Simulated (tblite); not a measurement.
C₃H₇BOSi.
Bonds: C1–C2 (double), C2–B3, B3–O4, O4–C5, C5–Si6, C2–Si6. Hydrogens: H7, H8 on C1; H9 on B3; H10, H11 on C5; H12, H13 on Si6.

Computed with GFN2-xTB (tblite), gas phase: L-BFGS steps from a force-field or distance-geometry start until the largest atomic force falls under 0.01 eV/Å.

Step 31: E = -462.8817 eV
```
atom  x, y, z in Å  |  force x, y, z in eV/Å
C1      2.2077    0.0909    0.1247    0.010   0.003  -0.017
C2      0.8915    0.1527   -0.0543   -0.007   0.025   0.021
B3      0.0110    1.4607   -0.1871   -0.021   0.023   0.007
O4     -1.3030    1.2857   -0.1147   -0.005  -0.015   0.017
C5     -1.8134   -0.0315    0.0893   -0.011  -0.006  -0.002
Si6    -0.3470   -1.2677   -0.0769   -0.039  -0.001  -0.001
H7      2.8144    0.9839    0.1575    0.023   0.014  -0.002
H8      2.7408   -0.8404    0.2498    0.014  -0.018  -0.006
H9      0.4040    2.5511   -0.3486    0.010   0.007   0.012
H10    -2.6187   -0.1795   -0.6346    0.015  -0.003  -0.008
H11    -2.2715   -0.0546    1.0836    0.004   0.022  -0.022
H12    -0.3059   -2.1890    1.0595    0.008  -0.007   0.006
H13    -0.4142   -1.9617   -1.3660   -0.001  -0.043  -0.005
```

Step 32: E = -462.8820 eV
```
atom  x, y, z in Å  |  force x, y, z in eV/Å
C1      2.2078    0.0908    0.1252    0.021   0.001  -0.033
C2      0.8916    0.1523   -0.0533   -0.011   0.038   0.011
B3      0.0113    1.4611   -0.1862   -0.002   0.024   0.017
O4     -1.3020    1.2857   -0.1135   -0.031  -0.011   0.013
C5     -1.8141   -0.0313    0.0880    0.000  -0.017  -0.004
Si6    -0.3467   -1.2683   -0.0763   -0.053   0.010   0.001
H7      2.8151    0.9837    0.1550    0.018   0.015   0.005
H8      2.7420   -0.8402    0.2479    0.011  -0.021  -0.001
H9      0.4034    2.5530   -0.3446    0.009  -0.011   0.011
H10    -2.6178   -0.1784   -0.6384    0.023  -0.001  -0.002
H11    -2.2749   -0.0547    1.0811    0.007   0.020  -0.024
H12    -0.3018   -2.1880    1.0610    0.003  -0.009   0.009
H13    -0.4184   -1.9654   -1.3637    0.005  -0.039  -0.003
```

Step 33: E = -462.8823 eV
```
atom  x, y, z in Å  |  force x, y, z in eV/Å
C1      2.2084    0.0909    0.1251    0.024  -0.001  -0.046
C2      0.8919    0.1524   -0.0521   -0.012   0.037  -0.001
B3      0.0115    1.4621   -0.1846    0.012   0.016   0.029
O4     -1.3013    1.2857   -0.1108   -0.047   0.000   0.003
C5     -1.8149   -0.0312    0.0865    0.009  -0.020  -0.004
Si6    -0.3472   -1.2687   -0.0756   -0.045   0.018   0.002
H7      2.8164    0.9838    0.1518    0.009   0.008   0.012
H8      2.7437   -0.8402    0.2458    0.002  -0.013   0.002
H9      0.4029    2.5553   -0.3401    0.006  -0.027   0.011
H10    -2.6159   -0.1765   -0.6436    0.027  -0.001   0.002
H11    -2.2797   -0.0551    1.0775    0.006   0.016  -0.022
H12    -0.2964   -2.1869    1.0629   -0.003  -0.007   0.010
H13    -0.4237   -1.9710   -1.3606    0.011  -0.028   0.004
```

Step 34: E = -462.8826 eV
```
atom  x, y, z in Å  |  force x, y, z in eV/Å
C1      2.2092    0.0908    0.1240    0.017   0.000  -0.049
C2      0.8921    0.1531   -0.0509   -0.009   0.020  -0.011
B3      0.0116    1.4632   -0.1822    0.017   0.003   0.033
O4     -1.3010    1.2855   -0.1086   -0.049   0.018  -0.004
C5     -1.8158   -0.0313    0.0849    0.017  -0.011  -0.007
Si6    -0.3484   -1.2687   -0.0750   -0.014   0.015   0.003
H7      2.8176    0.9840    0.1491    0.002  -0.003   0.015
H8      2.7453   -0.8405    0.2438   -0.010   0.000  -0.002
H9      0.4027    2.5571   -0.3355    0.003  -0.032   0.011
H10    -2.6137   -0.1751   -0.6484    0.021  -0.003  -0.001
H11    -2.2840   -0.0551    1.0738    0.000   0.008  -0.009
H12    -0.2915   -2.1857    1.0646   -0.010  -0.001   0.007
H13    -0.4284   -1.9768   -1.3574    0.016  -0.015   0.014
```

**Question.** Estimate the geometry and energy of step 35. (The exact step hangs on the optimiser's Hessian estimate; all steps are aligned on step 34, rigid shifts and turns removed.)

**Answer.** E = -462.8828 eV, largest force 0.041 eV/Å
```
atom  x, y, z in Å  |  force x, y, z in eV/Å
C1      2.2100    0.0907    0.1221    0.002   0.002  -0.041
C2      0.8923    0.1540   -0.0503   -0.005  -0.002  -0.014
B3      0.0116    1.4641   -0.1796    0.003  -0.007   0.028
O4     -1.3015    1.2857   -0.1070   -0.027   0.027  -0.008
C5     -1.8161   -0.0316    0.0838    0.013   0.006  -0.005
Si6    -0.3496   -1.2682   -0.0745    0.020   0.005   0.004
H7      2.8185    0.9842    0.1474   -0.001  -0.010   0.014
H8      2.7462   -0.8408    0.2425   -0.019   0.010  -0.009
H9      0.4027    2.5578   -0.3321    0.002  -0.027   0.013
H10    -2.6116   -0.1743   -0.6521    0.012  -0.006  -0.005
H11    -2.2872   -0.0550    1.0710   -0.004   0.001  -0.002
H12    -0.2881   -2.1846    1.0658   -0.015   0.005   0.005
H13    -0.4315   -1.9814   -1.3548    0.019  -0.005   0.020
```

The energy changes by -0.0002 eV. The first-order estimate −F·Δx gives -0.0003 eV and the mean of the old and new forces, exact on a quadratic surface, -0.0002 eV. The step makes an angle of 73° with the force vector and moves no atom by more than 0.006 Å.

The cost below is that of the whole relaxation. Hardware: Arm Neoverse V1, one thread, no GPU, on a shared host. Cost: 0.37 s.
